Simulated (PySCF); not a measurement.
Electronic absorption of C5H9OP

C5H9OP.
SMILES with atom numbers: `[CH3:1][C:2]1=[CH:3][CH2:4][P@@H:5](=[O:6])[CH2:7]1` (hydrogens: H8, H9, H10 on C1; H11 on C3; H12, H13 on C4; H14 on P5; H15, H16 on C7)

Cartesian coordinates in Å at the GFN2-xTB level; atoms count from 1:
```
atom  x, y, z in Å
C1     2.126   -0.150   -0.670
C2     0.684   -0.128   -0.287
C3    -0.337   -0.293   -1.120
C4    -1.718   -0.254   -0.542
P5    -1.446    0.556    1.083
O6    -2.322    0.215    2.204
C7     0.325    0.082    1.159
H8     2.659   -0.898   -0.083
H9     2.242   -0.383   -1.725
H10    2.587    0.817   -0.471
H11   -0.210   -0.467   -2.177
H12   -2.114   -1.260   -0.361
H13   -2.431    0.276   -1.176
H14   -1.409    1.918    0.776
H15    0.403   -0.851    1.730
H16    0.954    0.827    1.649
```

Method: TDDFT PBE0/def2-SVPD, vertical, gas phase, core orbitals frozen in the response (PySCF).

Q: List the vertical singlet excitations with oscillator strengths and describe the spectrum.

A: 

| state | E (eV) | λ (nm) | ν̃ (cm⁻¹) | f | \|μ\| (D) | main configurations (H = HOMO, L = LUMO) |
| --- | --- | --- | --- | --- | --- | --- |
| S1 | 6.49 | 190.9 | 52380 | 0.017 | 0.82 | H-1→L (97%) |
| S2 | 6.60 | 187.9 | 53230 | 0.047 | 1.37 | H→L (43%), H-2→L (31%), H→L+1 (22%) |
| S3 | 6.66 | 186.0 | 53750 | 0.0076 | 0.55 | H→L+1 (73%), H-2→L (18%) |
| S4 | 6.93 | 178.9 | 55900 | 0.121 | 2.15 | H-2→L (48%), H→L (41%) |
| S5 | 7.14 | 173.7 | 57550 | 0.0029 | 0.33 | H-1→L+1 (87%) |
| S6 | 7.15 | 173.4 | 57670 | 0.017 | 0.79 | H→L+2 (80%), H-2→L+2 (8%) |
| S7 | 7.21 | 172.0 | 58150 | 0.022 | 0.90 | H-1→L+2 (78%), H-1→L+3 (8%) |
| S8 | 7.33 | 169.2 | 59120 | 0.0021 | 0.28 | H-2→L+2 (55%), H→L+3 (12%), H→L+2 (12%) |

Triplets (Tamm–Dancoff): T1 4.31 eV, H→L (92%); T2 6.29 eV, H-1→L (95%); T3 6.53 eV, H→L+1 (94%).

The lowest singlet comes at 191 nm (627 kJ/mol) in the vacuum ultraviolet; it is weak; its leading configuration is HOMO-1→LUMO (97%). The most intense listed level is S4 at 6.93 eV (179 nm, f = 0.121), 0.44 eV above S1. Löwdin shares by element: HOMO carbon 75% or more (atoms not listed hold the other 25%); LUMO carbon 65% or more, hydrogen 6% or more (atoms not listed hold the other 29%). Of the 8 states listed, 5 reach f = 0.01 and none stays under 0.0005. Weighted by f, the mean energy of these states is 6.87 eV. The listed states span 0.83 eV, and the widest gap between neighbours is 0.27 eV (S3 to S4). Singlets were solved by full linear response, triplets in the Tamm–Dancoff approximation.

One conformer stands for the species.
